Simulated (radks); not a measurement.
The numbers below are computed, except where a source is named.
Question: Ionisation of the cobalt ion Co3+, [Ar] 3d6, to [Ar] 3d5 as the strength of local exchange is varied. Code: a radial shooting solver on a logarithmic mesh with Libxc functionals. Model: scalar-relativistic Kohn-Sham, Slater X-alpha exchange (alpha = 2/3 is LDA exchange), no correlation, spin-polarised, spherical densities, point nucleus; open shells are filled with parallel spins first.

| alpha | E(Co3+) (hartree) | exchange (hartree) | IE (eV) | -e of the level emptied (eV) | <r> of it (bohr) |
|---|---|---|---|---|---|
| 0.667 | -1386.51340 | -53.86692 | 50.202 | 40.741 (3d) | 0.9635 |
| 0.871 | -1403.09411 | -71.14599 | 54.851 | 45.136 (3d) | 0.9274 |
| 0.977 | -1411.78384 | -80.27100 | 57.392 | 47.558 (3d) | 0.9101 |
| 0.985 | -1412.44172 | -80.96373 | 57.588 | 47.745 (3d) | 0.9088 |
| ? | -1417.71517 | -86.52605 | 59.166 | 49.256 (3d) | 0.8989 |

Which alpha was used in the last row?

Answer: alpha = 1.049. NIST Atomic Spectra Database: 51.3 eV (semi-empirical). The Delta-SCF value meets it near alpha = 0.71. Open shells are spherical and high-spin; term and fine-structure splittings are not resolved.
